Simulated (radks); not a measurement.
Fractional charge and spin in the 3s shell of argon: the spin-up occupation runs from 0 to 1 and the spin-down occupation from 0 to 1; the fullest corner is Ar, [Ne] 3p6 3s(up 1, down 1). Calculated with a radial shooting solver on a logarithmic mesh with Libxc functionals: non-relativistic Kohn-Sham, PBEsol, spin-polarised, spherical densities, point nucleus. Energy (eV) minus the two flat planes that join the four corners (they meet along the diagonal where the two added fractions sum to one electron); zero is where a piecewise linear energy would lie.

down \ up,0,0.5,1
0,0.000,-1.713,0.000
0.5,-1.713,0.325,-1.539
1,0.000,-1.539,0.000

Corners above the fullest one (they belong to Ar+ and the next ion): (up 1, down 0) 30.013 eV, (up 0, down 1) 30.013 eV, (up 0, down 0) 74.354 eV. With half an added electron in each spin the energy lies 0.325 eV from the planes, and with half an added electron in spin up alone -1.713 eV. The planes are only a guide here: the flat-plane condition holds for ground states with one frontier orbital, while this shell lies below other occupied shells, so the corners above the fullest one are inner-hole states and not the ground states of those ions.
